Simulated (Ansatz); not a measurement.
Program: Ansatz. Geometries: PBE0-D4/def2-TZVP. ΔE: electronic, gas phase. CCSD(T)/CBS adds triple-zeta CCSD(T) − MP2 to the extrapolated MP2 energy (def2 sets, frozen cores). Functionals use def2-TZVPP. For Se outer-core shells are correlated without core-valence functions, which leaves a few kJ/mol of doubt a bond. Scalar relativity is left out up to krypton. Each species was taken in one conformer, which may not be the lowest.

Reaction (formal exchange of groups at a B–Se bond): `C[Se]BCF` + `BN=C` → `BN=CBCF` + `C[SeH]`

```json
{"level": "r2SCAN", "ΔE (kcal/mol)": "18.1"}
{"level": "SCS-MP2/def2-QZVPP", "ΔE (kcal/mol)": "19.3"}
```

Task: What does CCSD(T)/CBS give? (Best estimate.)

Result: Ansatz gave: +19.3 kcal/mol. The listed levels differ from it by -1.2, 0.0 kcal/mol.

Largest T1 diagnostic among the species: 0.016.

In def2-TZVPP, CCSD(T) changes the Hartree–Fock value by +2.8 kcal/mol (the triples alone add +0.5 kcal/mol) and MP2 by +4.1 kcal/mol.
